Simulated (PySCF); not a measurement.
Species: Zr(NMeEt)F3, C3H8F3NZr (singlet state).
Structure used (PBE0-D3(BJ)/def2-SVP), in Å, numbered top down from 1:
```xyz
16
C3H8F3NZr angstrom
Zr     0.2908   -0.3091   -1.8919
N     -0.0099    0.4599   -0.0546
C      0.1903    1.8933    0.0001
C     -0.3659   -0.1402    1.2123
C     -0.2934   -1.6538    1.1696
H     -0.7080    2.4276    0.3635
H      1.0427    2.1765    0.6463
H      0.4037    2.3004   -1.0051
H      0.3139    0.2415    1.9997
H     -1.3852    0.1798    1.5100
H     -0.6508   -2.0952    2.1106
H     -0.9157   -2.0579    0.3548
H      0.7422   -1.9968    1.0079
F      2.1886   -0.4672   -2.1103
F     -0.3016    1.0092   -3.1460
F     -0.5761   -2.0017   -2.1003
```

Method: PySCF 2.14.0, density-fitted response routines, TDDFT wB97X-D/def2-SVPD, vertical, gas phase, core orbitals frozen in the response, def2 core potentials past Kr. Spin–orbit coupling is left out. Note that the optimisation stopped short of convergence; the values belong to its last geometry.

Frontier orbitals with the atoms that hold most of them (Löwdin shares over 4%, at most four atoms; ? is withheld):

```tsv
orbital	ε (eV)	atoms
HOMO-3	-12.55	C5 25%, C4 20%, C3 17%, N2 10%
HOMO-2	-12.19	C5 26%, C4 19%, H13 10%, H12 10%
HOMO-1	-11.43	N2 36%, C4 13%, Zr1 13%, C3 11%
HOMO	-8.90	?
LUMO	0.84	?
LUMO+1	1.27	Zr1 66%, F15 5%, F14 4%, F16 4%
LUMO+2	1.40	Zr1 67%, N2 8%, F16 6%, F14 6%
```

**Question.** Which atoms hold the LUMO, and with what shares?

**Answer.** Zr1 (bonded to 3 F and N) 69%; F16 (bonded to Zr) 8%; F15 (bonded to Zr) 6%; N2 (bonded to 2 C and Zr) 6%. By element: zirconium 69%, fluorine 14% or more, nitrogen 6%.

**Question.** Which atoms hold the HOMO, and with what shares?

**Answer.** N2 (bonded to 2 C and Zr) 52%; C4 (bonded to C, N and 2 H) 10%; Zr1 (bonded to 3 F and N) 10%; C3 (bonded to N and 3 H) 9%. By element: nitrogen 52%, carbon 19% or more, zirconium 10%.

**Question.** The HOMO–LUMO gap is 9.74 eV. Where does the response calculation put the lowest singlet, and from which orbitals?

**Answer.** S1 is at 4.69 eV (f = 0.0006), 5.05 eV below the gap, made of HOMO→LUMO (98%). Without the coupling terms of the response equations the lowest excitation would equal the gap.

**Question.** One configuration dominates each of S1 and S7. Which, and how do the shares of the two leading atoms of either orbital change from the occupied to the empty one?

**Answer.** 
- S1 (4.69 eV, f 0.0006), HOMO→LUMO (98%): N2 52% → 6%, C4 10% → at most 6%, Zr1 10% → 69%, F16 at most 10% → 8%; the Löwdin share of zirconium is 10% in HOMO and 69% in LUMO (ligand-to-metal charge transfer by this measure)
- S7 (7.22 eV, f 0.014), HOMO-1→LUMO (94%): N2 36% → 6%, C4 13% → at most 6%, Zr1 13% → 69%, F16 at most 11% → 8%; the Löwdin share of zirconium is 13% in HOMO-1 and 69% in LUMO (ligand-to-metal charge transfer by this measure)

Löwdin shares depend on the basis, the more so with diffuse functions.

Hardware: one thread of an Arm Neoverse N1, no GPU, shared host. Cost: 3.5 min (grids of density and orbitals included), 1.4 GiB resident at most.
